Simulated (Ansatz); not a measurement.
Start from `[F][AlH][SiH2]Cl` and change one atom or group to get `[CH3][AlH][SiH2]Cl`.

Ansatz, PBE0-D4/def2-TZVP geometries, multiplicity 1. Each molecule was computed in one conformer, which needn't be the lowest.

| property | `[F][AlH][SiH2]Cl` |
| --- | --- |
| LUMO energy (ωB97M-V/def2-TZVPP) / eV | -0.34 |
| HOMO–LUMO gap (ωB97M-V/def2-TZVPP) / eV | 9.51 |
| HOMO energy (PBE0/def2-TZVPP) / eV | -7.85 |
| HOMO–LUMO gap (PBE/def2-TZVPP) / eV | 3.94 |
| size of the dipole moment (ωB97M-V/def2-TZVPP) / D | 0.13 |
| ideal-gas entropy at 298 K and 1 bar (rigid rotor, harmonic PBE0-D4/def2-TZVP) / J/(mol·K) | 355 |

Question: Give the same properties after the change, and the shifts. (An estimate is asked.)

Answer: The calculation gave: 
```tsv
property	`[CH3][AlH][SiH2]Cl`	shift
LUMO energy (ωB97M-V/def2-TZVPP) / eV	-0.31	0.03
HOMO–LUMO gap (ωB97M-V/def2-TZVPP) / eV	9.04	-0.47
HOMO energy (PBE0/def2-TZVPP) / eV	-7.35	0.50
HOMO–LUMO gap (PBE/def2-TZVPP) / eV	3.55	-0.39
size of the dipole moment (ωB97M-V/def2-TZVPP) / D	1.79	1.66
ideal-gas entropy at 298 K and 1 bar (rigid rotor, harmonic PBE0-D4/def2-TZVP) / J/(mol·K)	386	31
```

With PBE0 the HOMO rises by 0.50 eV and the LUMO rises by 0.07 eV, so the gap narrows by about 0.43 eV. PBE moves the HOMO by 0.45 eV and ωB97M-V by 0.50 eV. The zero-point energy changes by 85.6 kJ/mol with +9 modes. Dipoles are sizes alone; their direction can turn. Modes under 60 cm⁻¹, often nearly free rotors, make the harmonic entropy too high.
